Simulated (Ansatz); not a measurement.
Cost and result for the atomization energy of ClH3SiZn, SMILES `Cl[SiH2][ZnH]` (6 atoms, 5 bonds).

Charge 0, multiplicity 1. For Zn the d shell is correlated and the shells below it are frozen. Scalar relativity is left out up to krypton. Geometry: relaxed with PBE0-D4/def2-TZVP. Program: Ansatz. All runs use 2 threads of an AMD EPYC 7B13 on a shared host. Times are those of one run each, without the atoms' runs, and a repeat can differ threefold. Electronic energies, without spin–orbit coupling; frozen cores. CCSD(T)/CBS adds CCSD(T) − MP2 in def2-TZVPP to the MP2 limit, and its time is that of the two runs behind it. T1 = 0.014. With those shells the extrapolation isn't a true limit. B3LYP takes the VWN-RPA correlation (the form of Gaussian; ORCA's B3LYP/G). HSE06 is the plane-wave form, built on full-range PBE exchange.

CCSD(T)/CBS is a level of theory with its own doubt, some kJ/mol a heavy atom from the limit and from the frozen cores, so smaller differences don't rank the functionals.

```csv
level,functions,wall time
LDA (SPW92)/def2-TZVPP,190,1.1 s
revPBE-D4/def2-TZVPP,190,1.8 s
BLYP-D4/def2-TZVPP,190,1.8 s
CCSD(T)/def2-SVP,82,1.9 s
PBE0-D4/def2-TZVPP,190,2.6 s
HSE06-D4/def2-TZVPP,190,3.2 s
B3LYP-D4/def2-TZVPP (with forces),190,4.2 s
r2SCAN-D4/def2-TZVPP (with forces),190,4.3 s
B2PLYP/def2-TZVPP,190,4.4 s
ωB97X-V/def2-TZVPP,190,6.5 s
MP2/def2-QZVPP,330,12 s
CCSD(T)/def2-TZVPP,190,40 s
CCSD(T)/CBS(def2),–,52 s
```

(1) What atomization energy does each give, and how far from CCSD(T)/CBS? (Estimate.)

Results:

(1) Computed: 
```tsv
level	atomization (kJ/mol)	difference from CCSD(T)/CBS	per bond
LDA (SPW92)/def2-TZVPP	1571.8	166.9	33.4
revPBE-D4/def2-TZVPP	1367.1	-37.8	-7.6
BLYP-D4/def2-TZVPP	1359.6	-45.3	-9.1
CCSD(T)/def2-SVP	1283.6	-121.3	-24.2
PBE0-D4/def2-TZVPP	1394.3	-10.6	-2.1
HSE06-D4/def2-TZVPP	1394.7	-10.2	-2.0
B3LYP-D4/def2-TZVPP (with forces)	1383.2	-21.7	-4.3
r2SCAN-D4/def2-TZVPP (with forces)	1424.1	19.2	3.9
B2PLYP/def2-TZVPP	1371.5	-33.4	-6.7
ωB97X-V/def2-TZVPP	1432.1	27.2	5.5
MP2/def2-QZVPP	1399.0	-5.9	-1.2
CCSD(T)/def2-TZVPP	1363.1	-41.8	-8.4
CCSD(T)/CBS(def2)	1404.9	0.0	0.0
```

From PBE to PBE0 (25 % exact exchange), in def2-TZVPP and without D4, the atomization energy moves by +4.3 kJ/mol. Leaving LDA and LC-ωPBE aside and taking each functional with its dispersion term where it has one, the values spread over 72.6 kJ/mol, from BLYP-D4 to ωB97X-V. LDA lies +192.5 kJ/mol from PBE without D4, its usual overbinding. The D4 term adds +20.8 kJ/mol with B3LYP and +10.8 kJ/mol with PBE0; it sums over pairs of atoms, weighted by their polarisabilities, and B3LYP, whose exchange is more repulsive, gets the larger term.
